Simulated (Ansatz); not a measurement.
C₂HF₄O (`F[C](F)OC(F)F`) radical, relaxed with UKS PBE0-D4/def2-TZVP in Ansatz from a GFN2-xTB geometry. The force threshold is 0.005 eV/Å; the program also tests the step.

Charge 0, multiplicity 2.

Start:

```xyz
8

F     0.747    0.960    1.763
C    -0.303    0.240    1.365
F    -0.144   -1.023    1.781
O    -0.740    0.413    0.135
C    -0.025   -0.089   -0.966
F    -0.897   -0.299   -1.944
F     0.850    0.825   -1.396
H     0.513   -1.026   -0.738
```

By how much does the energy fall, and how many steps does the optimiser take? (Best estimate.)

Ansatz gave: 0.06 eV, in 14 steps.

Which bonds change most? (Best estimate.)

Computed: C2–O4 from 1.317 to 1.336 Å; C2–F3 from 1.339 to 1.327 Å; F1–C2 from 1.335 to 1.323 Å; C5–H8 from 1.104 to 1.093 Å.

Give the relaxed structure. (Estimate.)

The calculation gave: 
```xyz
8

F     0.816    0.874    1.651
C    -0.313    0.245    1.368
F    -0.212   -1.030    1.722
O    -0.769    0.436    0.126
C    -0.017   -0.072   -0.933
F    -0.876   -0.364   -1.904
F     0.818    0.872   -1.381
H     0.553   -0.960   -0.647
```
